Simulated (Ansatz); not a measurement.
Ge₈AsH₁₆⁺, a doped cluster cut from the lattice of germanium (As on a surface site), relaxed as a singlet with RKS PBE-D4/def2-SVP in Ansatz, starting from the GFN2-xTB geometry. Force threshold 0.03 eV/Å.

Start:

```
atom   x (Å)   y (Å)   z (Å)
 As1   1.427   1.131  -1.022
 Ge2   1.486  -2.209   1.168
 Ge3  -1.226   1.854   1.869
 Ge4  -1.829  -1.064  -0.912
 Ge5   0.528   2.824   0.485
 Ge6   2.838  -0.634  -0.104
 Ge7  -0.337   0.189  -2.411
 Ge8  -0.525  -2.921   0.009
 Ge9  -2.851   0.564   0.606
 H10   2.311   1.880  -1.955
 H11   1.156  -1.472   2.452
 H12   2.389  -3.339   1.585
 H13  -1.821   2.968   2.686
 H14  -0.479   0.988   2.866
 H15  -2.899  -1.616  -1.846
 H16   1.761   3.371   1.179
 H17   0.109   3.903  -0.498
 H18   3.923   0.129   0.633
 H19   3.505  -1.163  -1.362
 H20   0.435  -0.579  -3.472
 H21  -0.891   1.407  -3.134
 H22  -0.140  -3.844  -1.123
 H23  -1.373  -3.749   0.943
 H24  -3.708   1.507  -0.205
 H25  -3.791  -0.125   1.564
```

| step | energy (eV) | largest force component (eV/Å) | SCF passes |
| --- | --- | --- | --- |
| 1 | -513103.1645 | 0.605 | 17 |
| 2 | -513103.4480 | 0.215 | 18 |
| 3 | -513103.4745 | 0.068 | 18 |
| 4 | -513103.4808 | 0.045 | 19 |
| 5 | -513103.4848 | 0.033 | 19 |
| 6 | -513103.4913 | 0.054 | 18 |
| 7 | -513103.4930 | 0.028 | 20 |

Force components are those of the run's own axes.

End:

```tsv
atom	x (Å)	y (Å)	z (Å)
As1	1.411	1.134	-1.109
Ge2	1.398	-2.055	1.284
Ge3	-1.103	1.693	1.930
Ge4	-1.819	-1.042	-0.996
Ge5	0.545	2.795	0.495
Ge6	2.822	-0.611	-0.088
Ge7	-0.365	0.191	-2.531
Ge8	-0.526	-2.863	0.008
Ge9	-2.797	0.542	0.594
H10	2.342	1.914	-2.033
H11	0.979	-1.227	2.526
H12	2.316	-3.226	1.718
H13	-1.730	2.835	2.773
H14	-0.321	0.725	2.855
H15	-2.939	-1.634	-1.900
H16	1.835	3.303	1.187
H17	-0.033	3.875	-0.456
H18	3.893	0.218	0.666
H19	3.431	-1.292	-1.340
H20	0.431	-0.655	-3.557
H21	-0.974	1.450	-3.199
H22	-0.008	-3.779	-1.132
H23	-1.448	-3.667	0.960
H24	-3.597	1.605	-0.205
H25	-3.743	-0.229	1.551
```

By distances, no bond broke or formed. The bond that changes most is Ge3–H13, from 1.50 to 1.55 Å (atoms count from 1).

No frequencies were taken in this run, so the end may be a saddle point.

Hardware: 4 threads of Intel Xeon 6975P-C on a shared host. Wall time 39 s, peak host memory 1.4 GiB.
